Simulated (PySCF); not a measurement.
SMILES CB(/C=C/[SiH2]Cl)C, GFN2-xTB optimised geometry.

```
17

Si    -1.04     2.70     0.78
Cl    -0.37     3.82     2.33
C     -0.04     1.11     0.73
C     -0.34     0.03     0.00
B      0.46    -1.30     0.00
C      2.03    -1.30     0.00
C     -0.34    -2.67     0.00
H     -2.47     2.44     1.00
H     -0.86     3.48    -0.45
H      0.85     1.07     1.36
H     -1.24     0.09    -0.60
H      2.38    -1.32    -1.03
H      2.46    -2.18     0.48
H      2.47    -0.41     0.45
H     -0.52    -2.97     1.03
H     -1.32    -2.60    -0.47
H      0.21    -3.48    -0.47
```

Density from PySCF 2.14.0 with PBE0/def2-SVP at that geometry.

Minimum of the electron density along straight lines between bonded atoms, close to the bond critical point (lines longer than 1.1 times the sum of covalent radii, or with two minima, are not listed):

| bond | length / Å | ρ at the minimum / e bohr⁻³ | ∇²ρ there / e bohr⁻⁵ | position (fraction from the first atom) |
|---|---|---|---|---|
| Si1–Cl2 | 2.025 | 0.096 | 0.32 | 0.37 |
| Si1–C3 | 1.880 | 0.116 | 0.33 | 0.38 |
| C3–C4 | 1.339 | 0.332 | -0.86 | 0.51 |
| C4–B5 | 1.557 | 0.183 | -0.06 | 0.68 |
| B5–C6 | 1.576 | 0.180 | -0.14 | 0.32 |
| B5–C7 | 1.578 | 0.179 | -0.14 | 0.32 |
| Si1–H8 | 1.462 | 0.120 | 0.31 | 0.49 |
| Si1–H9 | 1.464 | 0.119 | 0.32 | 0.49 |
| C3–H10 | 1.085 | 0.278 | -1.03 | 0.63 |
| C4–H11 | 1.087 | 0.277 | -1.01 | 0.62 |
| C6–H12 | 1.091 | 0.265 | -0.92 | 0.62 |
| C6–H13 | 1.088 | 0.271 | -0.96 | 0.62 |
| C6–H14 | 1.088 | 0.271 | -0.96 | 0.62 |
| C7–H15 | 1.091 | 0.265 | -0.92 | 0.62 |
| C7–H16 | 1.088 | 0.271 | -0.96 | 0.62 |
| C7–H17 | 1.088 | 0.271 | -0.96 | 0.62 |
